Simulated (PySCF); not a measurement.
# How methods differ on the ionisation energy of Tc²⁺

Tc²⁺ [Kr] 4d5 (6S) → Tc³⁺ [Kr] 4d4 (5D), as a difference of total energies. Calculation: PySCF 2.14, in aug-cc-pVTZ-PP with ECP28MDF; a scalar-relativistic core potential. Correlated levels: valence: 4s2 4p6 frozen. The calculations carry no spin-orbit coupling.

```tsv
method	ionisation energy (eV)	difference from reference (eV)
UHF	28.821	-0.729
LDA	30.056	+0.506
PBE	29.877	+0.327
PBE0	29.849	+0.299
r2SCAN	29.876	+0.326
HSE06	29.840	+0.290
M06-2X	29.724	+0.174
TPSS	29.607	+0.057
CAM-B3LYP	29.666	+0.116
MP2 (valence)	29.467	-0.083
SCS-MP2 (valence)	29.036	-0.514
```

Reference: 29.55 eV (semi-empirical (NIST evaluation); NIST Atomic Spectra Database, ionization energies).

The reference lies between the lowest fine-structure levels, while these numbers refer to the centres of the terms.

Errors of the correlated levels include the incompleteness of this basis and the frozen core.
